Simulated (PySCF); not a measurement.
Compound: C6H15P.
Bonds: C1–P2, P2–C3, C3–C4, C4–C5, C4–C6, C4–C7. Hydrogens: H8, H9, H10 on C1; H11 on P2; H12, H13 on C3; H14, H15, H16 on C5; H17, H18, H19 on C6; H20, H21, H22 on C7.

The same species was optimised twice, with GFN2-xTB and with PBE0-D3(BJ)/def2-SVP (PySCF), and the same property calculations (PySCF, gas phase) were run on both structures.

```csv
coordinate,GFN2-xTB,PBE0-D3(BJ)/def2-SVP,change
C3–C4 (Å),1.533,1.539,+0.006
P2–C3 (Å),1.865,1.868,+0.003
C4–C6 (Å),1.528,1.531,+0.003
C4–C5 (Å),1.528,1.530,+0.002
C1–P2 (Å),1.852,1.854,+0.002
C4–C7 (Å),1.532,1.531,-0.001
C1–P2–C3 (°),97.1,98.7,+1.6
P2–C3–C4 (°),114.3,115.8,+1.5
C3–C4–C5 (°),109.6,110.3,+0.7
C3–C4–C7 (°),108.7,108.2,-0.5
C5–C4–C7 (°),109.6,109.2,-0.4
C6–C4–C7 (°),109.6,109.3,-0.3
C3–C4–C6 (°),110.0,110.2,+0.2
C5–C4–C6 (°),109.5,109.6,+0.1
C1–P2–C3–C4 (°),-177,-177,0
P2–C3–C4–C5 (°),65,63,-2
```

Rotational constants: A = 3725, B = 1151, C = 1110 MHz (GFN2-xTB) against A = 3700, B = 1126, C = 1087 MHz (PBE0-D3(BJ)/def2-SVP).

On the GFN2-xTB structure: HOMO (eV) -6.70 [PBE0/pcSseg-1]; LUMO (eV) 0.85 [PBE0/pcSseg-1]; dipole (D) 1.22 [PBE0/pcSseg-1]; GIAO shielding of C1 (ppm) 178.7 [PBE0/pcSseg-1]; GIAO shielding of P2 (ppm) 442.3 [PBE0/pcSseg-1]; GIAO shielding of C3 (ppm) 142.1 [PBE0/pcSseg-1]; GIAO shielding of C4 (ppm) 154.6 [PBE0/pcSseg-1]; GIAO shielding of C5/C6/C7 (mean) (ppm) 154.8 [PBE0/pcSseg-1].

Question: What do these properties become on the PBE0-D3(BJ)/def2-SVP structure?

Answer: 
| property | level | on GFN2-xTB | on PBE0-D3(BJ)/def2-SVP | change |
| --- | --- | --- | --- | --- |
| HOMO (eV) | PBE0/pcSseg-1 | -6.70 | -6.62 | +0.08 |
| LUMO (eV) | PBE0/pcSseg-1 | 0.85 | 0.86 | +0.01 |
| dipole (D) | PBE0/pcSseg-1 | 1.22 | 1.24 | +0.02 |
| energy, GFN2-xTB geometry as zero (kcal/mol) | PBE0/pcSseg-1 | 0.0 | -1.1 | -1.1 |
| GIAO shielding of C1 (ppm) | PBE0/pcSseg-1 | 178.7 | 176.8 | -1.9 |
| GIAO shielding of P2 (ppm) | PBE0/pcSseg-1 | 442.3 | 427.6 | -14.7 |
| GIAO shielding of C3 (ppm) | PBE0/pcSseg-1 | 142.1 | 141.8 | -0.3 |
| GIAO shielding of C4 (ppm) | PBE0/pcSseg-1 | 154.6 | 153.6 | -1.0 |
| GIAO shielding of C5/C6/C7 (mean) (ppm) | PBE0/pcSseg-1 | 154.8 | 152.5 | -2.3 |

The heavy atoms differ by 0.029 Å rms after alignment. Among bonds between heavy atoms C3–C4 changes most (+0.006 Å). Changes are differences of the printed values. Neither structure is proved a minimum here.

Shape of the structure used: `[CH3:1][PH:2][CH2:3][C:4]([CH3:5])([CH3:6])[CH3:7]`: C1–P2–C3–C4 -177°, P2–C3–C4–C5 63°.
